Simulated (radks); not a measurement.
Values are calculated unless marked as measured or tabulated.
Neutral cadmium inside a hard spherical wall (all orbitals vanish at R), configuration held at [Kr] 4d10 5s2 and not refilled when levels cross. Level of theory: scalar-relativistic Kohn-Sham, LDA (Slater exchange, VWN5 correlation), spin-polarised, spherical densities, point nucleus (a radial shooting solver on a logarithmic mesh with Libxc functionals). Eigenvalues in eV for spin up, with the zero of energy where the potential of the charges vanishes at infinity; a dash marks a level that is unbound or too diffuse for the functional's potential to be trusted. A positive occupied level is held by the wall or, in an anion where self-interaction has pushed it up, behind a barrier. The pressure on the wall is -dE/dV.

R (bohr),E (hartree),kinetic (hartree),e(4s),e(4p),e(4d),e(5s),"e(5p, empty)","e(6s, empty)",pressure (GPa)
free,-5589.63123,5814.927,-105.85,-66.994,-11.903,-5.955,-1.324,-0.016,0
15,-5589.63123,5814.927,-105.85,-66.994,-11.903,-5.955,-1.321,0.353,< 0.0001
8,-5589.62933,5814.944,-105.73,-66.879,-11.791,-5.849,-0.928,3.782,0.0876
7,-5589.62457,5814.979,-105.55,-66.691,-11.608,-5.660,-0.487,6.155,0.398
6,-5589.60797,5815.082,-105.09,-66.236,-11.170,-5.156,0.489,10.610,1.90
5,-5589.54792,5815.395,-103.99,-65.147,-10.134,-3.783,2.774,19.684,10.2
3.5,-5588.93981,5818.060,-97.988,-59.289,-4.566,5.393,15.611,61.812,207
3,-5588.05431,5821.648,-92.270,-53.787,0.888,15.755,28.864,99.499,714
1.5,-5544.92252,5967.677,6.647,49.341,118.23,301.30,339.19,762.50,136000
